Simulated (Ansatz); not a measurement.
Basis-set extrapolation for C$_{2}$H$_{6}$AlFSi (`C=[CH][Al]([F])[SiH3]`) (PBE0-D4/def2-TZVP geometry, frozen core, Ansatz). Multiplicity 1, RHF reference.

```tsv
	def2-TZVPP	def2-QZVPP
HF	-709.668267	-709.692672
MP2 correlation	-0.772381	-0.832492
CCSD(T) correlation	-0.851949	not run
```

Energies in hartree. Use E(X) = E(∞) + A·exp(−7.88·√X) for Hartree–Fock and E(X) = E(∞) + B·X^(−2.97) for correlation, with X = 3 and 4, and add CCSD(T) minus MP2 of the smaller set to the MP2 limit.

Question: What is the CCSD(T) energy at the basis-set limit?

Answer: HF limit: -709.692672 + (-0.024405) × 0.13774 = -709.69603. MP2 limit: -0.832492 + (-0.060111) × 0.74074 = -0.87702. Higher-order term: -0.851949 − (-0.772381) = -0.07957. Total: -710.65262 hartree, 347.6 kJ/mol below CCSD(T)/def2-TZVPP.
